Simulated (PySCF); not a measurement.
System: 1,1,1-trifluoroethane, C$_{2}$H$_{3}$F$_{3}$, net charge 0, singlet state. 
Structure (B3LYP-D3(BJ)/def2-TZVP (Ansatz) minimum search):
```
C
F 1 1.3503
F 1 1.3503 2 107.01
F 1 1.3503 2 107.01 3 -114.42
C 1 1.5015 2 111.83 3 122.79
H 5 1.0883 1 109.29 2 180.00
H 5 1.0883 6 109.65 1 119.78
H 5 1.0883 6 109.65 7 120.45
```

Dispersion corrections to the total energy (kcal/mol) from the dftd3 and dftd4 libraries through PySCF: D3(BJ) without and D4 with the three-body term, each with the damping fitted for the functional named.

```
functional  D3(BJ)          D4
----------  ------  ----------
B3LYP        -4.09  (withheld)
revPBE       -6.66       -9.59
BLYP         -5.07  (withheld)
PBE0         -2.00  (withheld)
B2PLYP       -1.77       -1.70
CAM-B3LYP    -1.65       -1.98
B2GP-PLYP    -1.21       -0.99
```

Complete the blanks.


- B3LYP, D4: -3.94
- BLYP, D4: -5.73
- PBE0, D4: -2.02
